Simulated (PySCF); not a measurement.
## Electron correlation in Xe²⁺ (xenon, charge +2)

[Kr] 4d10 5s2 5p3 5d1, high-spin 5D determinant (an excited configuration). Computed with PySCF 2.14 in aug-cc-pVTZ-PP with one added diffuse shell each of d, f type with ECP28MDF (6s5p5d3f, 67 functions), with a scalar-relativistic core potential. Frozen: 4s2 4p6 4d10; 6 electrons correlated.

```json
{"level": "CCSD", "correlation energy (mhartree)": "-91.82"}
{"level": "(T)", "correlation energy (mhartree)": "-2.24"}
{"level": "CCSD(T)", "correlation energy (mhartree)": "-94.06"}
```

Diagnostics: T1 = 0.0046, D1 = 0.0106, largest double amplitude 0.045.

The outer electron is Rydberg-like, and this basis confines it to a smaller radius and binds it less than a complete one would.

Cost of the coupled-cluster step: of the order of 4 core-seconds, for 6 correlated electrons.
